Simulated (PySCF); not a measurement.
## H₃TaO: from structure and modes to constants

Level of theory: PySCF, PBE0, basis Ta def2-TZVP with ECP60, O def2-TZVP, H def2-TZVP (scalar-relativistic core potentials, no spin–orbit coupling, density fitting).

The singlet minimum has C3v symmetry. Masses (u): Ta 180.94800, O 15.99492, H 1.00782.

```xyz
5
charge 0 multiplicity 1, angstrom
Ta    0.1144    0.0000   -0.0601
O    -1.3836    0.0000    0.7266
H     0.0774    1.5011   -1.0195
H     0.0774   -1.5011   -1.0195
H     1.2862    0.0000    1.2824
```

Harmonic wavenumbers (cm⁻¹): 570.9 (e, ×2), 641.7 (a1, ×1), 749.3 (e, ×2), 1055.3 (a1, ×1), 1861.6 (e, ×2), 1890.4 (a1, ×1).

Q: Find the principal moments of inertia and the rotational constants. What kind of rotor is it?

A: About the centre of mass I = 9.0838, 47.517, 47.517 u Å². With B = 16.8576/I this gives 1.856, 0.3548, 0.3548 cm⁻¹. The molecule is a prolate symmetric top.

Q: What is the harmonic zero-point energy?

A: Half the sum of all 9 wavenumbers, 9951/2 = 4976 cm⁻¹, which is 59.5 kJ/mol (1 cm⁻¹ = 0.0119627 kJ/mol).

Q: Give the standard entropy (298.15 K, 1 bar) by its translational, rotational, vibrational and spin parts, and Cp.

A: Sackur–Tetrode with M = 199.97 u gives 174.9; rotation with symmetry number 3 gives 80.7; vibration 8.3; spin R ln 1 = 0.0. The total is 263.9 J/(mol K), and Cp = 4 R + 20.9 = 54.1 J/(mol K).

Only a few start shapes were tried, so a lower isomer may exist. No spin–orbit coupling is included, which matters more the heavier the element.
